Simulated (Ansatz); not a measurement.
Ansatz (an electronic-structure program) job for GeH₅, SMILES [GeH5-], charge -1, PBE/def2-TZVPD. Coordinates come from a B3LYP-D3(BJ)/def2-TZVPD optimisation.

Ansatz 0.2 input:
```yaml
crystal:
  periodic: [false, false, false]
  atoms:
    - {symbol: Ge, position_ang: [0.00000000, -0.00000000, 0.00000000]}
    - {symbol: H, position_ang: [-0.00000001, 0.00000000, 1.73145731]}
    - {symbol: H, position_ang: [0.00000001, -0.00000000, -1.73145731]}
    - {symbol: H, position_ang: [1.58597759, -0.00000000, 0.00000001]}
    - {symbol: H, position_ang: [-0.79298880, 1.37349688, -0.00000001]}
    - {symbol: H, position_ang: [-0.79298880, -1.37349688, 0.00000000]}
basis:
  gaussian:
    orbitals: def2-TZVPD
hamiltonian:
  xc: {name: PBE}
total_charge: -1
```

It prints:

```
WARN ansatz: RAYON_NUM_THREADS=1 ignored (pool sized by the plan → 1); use --threads N
Functional definition: PBE
integrals: 0.02 GiB planned
628 factors; their error is unknown
mean field: 0.22 GiB planned
mean field evaluation 1: about -56587.3912 eV, gradient 3.8e1 eV
mean field evaluation 2: about -56586.5414 eV, gradient 5.5e1 eV
mean field evaluation 4: about -56589.0471 eV, gradient 7.7e-1 eV
mean field evaluation 8: about -56589.0420 eV, gradient 3.8e-2 eV
mean field -56589.04198039 eV, -2079.6089353489 hartree, gradient 5.2e-5 eV, S^2 0.000000; 0 other end points of the search recorded, 0 dependent functions left out
reference -56589.04201910 eV, -2079.6089367717 hartree; 19, 19 occupied and 80, 80 virtual orbitals, 628 factors
Total energy: -56589.04201910 eV, -2079.6089367717 hartree
```

The run converged.

Cost: very roughly 0.9 core-seconds.
